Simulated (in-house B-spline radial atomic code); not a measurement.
A fraction x of an electron is removed from 5s in Sn III (Sn2+), starting from [Kr] 4d10 5s2 and keeping the highest spin. Computed with a radial B-spline atomic code at the basis-set limit: scalar-relativistic (X2C) BP86, spin-polarised, spherical fractional occupations, Fermi nucleus of rms radius 4.6519 fm.

```
   x  E(x) - E(0) (eV)  5s down level (eV)
   0            0.0000             -26.296
 0.1            2.6748             -27.201
0.22            6.0042             -28.289
0.27            7.4300             -28.742
0.49           13.9730             -30.739
 0.5           14.2808             -30.830
0.56           16.1469             -31.374
0.74           21.9414             -33.008
0.78           23.2690             -33.372
0.88           26.6516             -34.281
   1           30.8309                   -
```

The exact functional would give a straight line between the two integer points. Deviations E(x) - E(0) - x[E(1) - E(0)], in eV: -0.408 at x = 0.1, -0.779 at x = 0.22, -0.894 at x = 0.27, -1.134 at x = 0.49, -1.135 at x = 0.5, -1.118 at x = 0.56, -0.873 at x = 0.74, -0.779 at x = 0.78, -0.48 at x = 0.88.

The curve lies below the straight line by up to 1.135 eV (at x = 0.5): convex, the delocalisation error that favours fractional charges.

Task: How well does Slater's transition state (minus the level at half occupation) give the ionisation energy?

Result: It gives 30.830 eV against 30.831 eV from the two total energies; NIST lists 30.51 eV, ground level to ground level.
